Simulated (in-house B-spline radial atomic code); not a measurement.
The scandium ion Sc⁺: [Ar] 3d1 4s1 (with a hole in an inner shell)

Computed with a B-spline radial code for spherical atoms: Dirac-Hartree-Fock, average of configuration, Fermi nucleus of rms radius 3.5459 fm.

Effective charges: Z_r = [3n² - l(l+1)]/(2<r>) from the radius, Z_e = n√(-2ε) from the energy, and Slater's rules. Values are occupation-weighted means over j.

```json
{"shell": "1s", "electrons": "2", "ε (eV)": "-4548.1", "<r> (bohr)": "0.07297", "Z_r": "20.56", "Z_e": "18.28", "Slater": "20.70"}
{"shell": "2s", "electrons": "2", "ε (eV)": "-531.1", "<r> (bohr)": "0.3405", "Z_r": "17.62", "Z_e": "12.50", "Slater": "16.85"}
{"shell": "2p", "electrons": "6", "ε (eV)": "-433.73", "<r> (bohr)": "0.3061", "Z_r": "16.33", "Z_e": "11.29", "Slater": "16.85"}
{"shell": "3s", "electrons": "2", "ε (eV)": "-77.305", "<r> (bohr)": "1.074", "Z_r": "12.57", "Z_e": "7.15", "Slater": "9.75"}
{"shell": "3p", "electrons": "6", "ε (eV)": "-49.697", "<r> (bohr)": "1.171", "Z_r": "10.68", "Z_e": "5.73", "Slater": "9.75"}
{"shell": "3d", "electrons": "1", "ε (eV)": "-16.076", "<r> (bohr)": "1.624", "Z_r": "6.47", "Z_e": "3.26", "Slater": "3.00"}
{"shell": "4s", "electrons": "1", "ε (eV)": "-12.13", "<r> (bohr)": "3.497", "Z_r": "6.86", "Z_e": "3.78", "Slater": "3.35"}
```

The least bound orbital is 4s1/2 at -12.13 eV, and it is also the most diffuse (<r> = 3.497 bohr).

Spin-orbit splittings of the orbital energies (j = l + 1/2 above j = l - 1/2 when positive): 2p 4.757 eV, 3p 0.5518 eV, 3d 0.02259 eV.

For the 1s electron the small component carries 0.565 % of the norm, the zero-frequency Breit interaction raises the level by 4.218 eV, self-energy by 1.975 eV, and vacuum polarisation lowers it by 0.1497 eV.
